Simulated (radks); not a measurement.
Results of a calculation; reference values are marked as such.
Valence configurations of Ga3+ (all share [Ar]). Code: a radial shooting solver on a logarithmic mesh with Libxc functionals. Model: scalar-relativistic Kohn-Sham, r2SCAN, spin-unpolarised, spherical densities, finite nucleus; meta-GGA in the generalised Kohn-Sham scheme; Fermi nuclear charge, rms radius 3.9973 fm. Energies are relative to 3d10; eigenvalues in eV.

| valence | E (eV) | e(3d) | e(4p) | e(4s) |
|---|---|---|---|---|
| 3d10 | 0.000 | -52.875 | - | - |
| 3d9.5 4s0.5 | 9.341 | -57.259 | - | -37.287 |
| 3d9.5 4p0.5 | 14.182 | -58.010 | -28.034 | - |
| 3d9 4s1 | 19.987 | -61.783 | - | -39.145 |
| 3d9 4s0.5 4p0.5 | 25.042 | -62.526 | -29.360 | -39.396 |
| 3d9 4p1 | 30.046 | -63.260 | -29.728 | - |
| 3d8 4s2 | 45.578 | -71.286 | - | -42.541 |
| 3d8.5 4p1.5 | 47.740 | -68.629 | -31.343 | - |

NIST lists [Ar] 3d10 as the ground configuration; this level of theory agrees among the configurations tried. The energies are those of spherical spin-averaged densities, not of single terms.
